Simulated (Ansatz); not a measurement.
C$_{2}$H$_{8}$BN (`BNCC`). The species carries charge 0 and has multiplicity 1.

```xyz
12

B    -1.7234   -0.9730   -0.3425
N    -0.5703   -0.6523    0.3504
C     0.6867   -0.1992   -0.2068
C     1.0559    1.2012    0.2458
H    -2.6906   -1.3204    0.2719
H    -1.7218   -0.8950   -1.5388
H    -0.5685   -0.7081    1.3583
H     0.5910   -0.2342   -1.2939
H     1.4864   -0.8981    0.0661
H     1.1480    1.2524    1.3345
H     2.0132    1.5067   -0.1830
H     0.2935    1.9200   -0.0620
```

Q: What are the harmonic wavenumbers in cm⁻¹ at PBE0-D4/def2-TZVP (Ansatz, finite differences of forces, unscaled)? (An estimate is asked.)

A: The calculation gave: 95, 242, 315, 409, 508, 796, 812, 848, 952, 996, 1054, 1117, 1173, 1208, 1304, 1339, 1387, 1407, 1482, 1484, 1501, 1544, 2567, 2649, 3032, 3046, 3100, 3124, 3134, 3603.

Q: Is this a minimum?

A: Yes, all 30 modes are real.

Q: Give the ideal-gas thermochemistry at 298.15 K and 1 bar (rigid rotor, harmonic oscillator; point group C1, symmetry number 1).

A: Zero-point energy 276.5 kJ/mol; H(298) − E = 293.3 kJ/mol; entropy 299.8 J/(mol·K), of which translation 159.3, rotation 101.3, vibration 39.2; G(298) − E = 203.9 kJ/mol. Modes under 100 cm⁻¹ are hindered rotations or soft bends, so the harmonic entropy is rough.

Q: Rotational constants (cm⁻¹)?

A: 0.7416, 0.1426, 0.1401.
